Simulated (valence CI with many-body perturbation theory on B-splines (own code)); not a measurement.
## Sensitivity of CI+MBPT for Ho36+

Computed by valence CI with perturbative core correlation (CI+MBPT): three valence electrons over a frozen Dirac-Fock core [Ar] 3d10, radial functions for each j: 6 s, 6 p, 5 d, 3 f, 1 g, with the one-electron correlation potential Σ1, the two-electron term Σ2, the three-electron term Σ3, Breit, model QED; selected CI, second order for the rest, scaled by the run's own slope (own B-spline code, finite nucleus).

No measured spectrum was set against this ion. As an estimate, large intervals hold to a few tenths of a per cent, small ones and those within an open d or f shell to about a per cent.

The reference run has the lowest level (4s^2 4p1/2) J=1/2 and an ionisation energy of 1599.13 eV. Its largest variational space holds 2820 state functions.

Levels are named by their leading jj configuration (3d3/2^4 stands for four electrons in 3d with j = 3/2), which in mixed levels can hold well under half, so a name can repeat and another be missing. Letters in brackets count levels of one name in rising energy.

Changed runs:
A. correlating orbitals by l 3 3 3 2 1 → 4 4 3 0 0
B. scale of Σ1 1 → 0; averaging of valence orbitals over low configurations on → off
C. highest l with Σ1, explicit Σ2 and valence Breit (higher l get mean screening factors) 3 → 2
D. cutoff of virtual states (hartree) 8978 → 253.5 (bad on purpose)

Excitation energies of the reference run in cm⁻¹, and shifts in cm⁻¹:

```tsv
Level	Reference	A	B	C	D
(4s^2 4p3/2) J=3/2	464082	+10	-1610	-5.1	-123
(4s 4p1/2^2) J=1/2	640021	-30	+646	+2.2	+437
(4s 4p1/2 4p3/2) J=3/2 [a]	1018390	-406	-883	-38	+307
(4s 4p1/2 4p3/2) J=5/2	1074890	-42	-913	-17	+308
(4s 4p1/2 4p3/2) J=3/2 [b]	1157350	+311	-919	+1.9	+315
(4s 4p1/2 4p3/2) J=1/2	1180330	+382	-910	+11	+347
(4s 4p3/2^2) J=5/2	1499620	-243	-2259	-16	+154
(4s^2 4d3/2) J=3/2	1550000	+709	-416	+227	+70
(4s 4p3/2^2) J=1/2	1644940	+658	-2521	+54	+205
(4s^2 4d5/2) J=5/2	1678690	+1147	-931	+277	-3.4
(4s 4p3/2^2) J=3/2	1679680	+841	-2250	+73	+205
(4p1/2^2 4p3/2) J=3/2	1806770	+74	-207	+6.1	+759
Ionisation energy (eV)	1599.13	-0.05	-1.77	-0.0037	-0.20
```
